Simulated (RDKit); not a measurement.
RDKit input (UFF):

```python
from rdkit import Chem
from rdkit.Chem import AllChem, rdDetermineBonds

mol = Chem.MolFromXYZFile('mol.xyz')
rdDetermineBonds.DetermineBonds(mol, charge=-1)
print('SMILES', Chem.MolToSmiles(Chem.RemoveHs(mol)))
ff = AllChem.UFFGetMoleculeForceField(mol)
e0 = ff.CalcEnergy()
flag = ff.Minimize(maxIts=5000, forceTol=1e-5)
print(f'energy {e0:.4f} -> {ff.CalcEnergy():.4f} kcal/mol, converged: {flag == 0}')
print(Chem.MolToXYZBlock(mol))
```
mol.xyz:
```
7

O     -1.13600500     0.34081000    -1.29693400
B     -0.58681600    -0.04588000    -0.20957000
O     -1.21301500    -0.70080700     0.90022400
P      1.34888000     0.32112600     0.24821600
H     -2.14242500    -0.77346400     0.64551100
H      1.72684700    -0.90749600     0.86201300
H      1.90862200    -0.02655200    -1.00924100
```

Output:

```
SMILES O=[B-](O)P
energy 20.1580 -> 0.7622 kcal/mol, converged: True
7

O     -1.001715    0.447443   -1.268723
B     -0.444591   -0.053946   -0.154765
O     -1.296773   -0.705053    0.868795
P      1.397192    0.346663    0.255119
H     -2.284251   -0.849550    0.698387
H      1.661991   -0.968874    0.811707
H      1.874236   -0.008946   -1.070302
```

The dipole moment of an ion depends on the origin.

The geometry given is a B3LYP-D3(BJ)/def2-TZVP minimum.
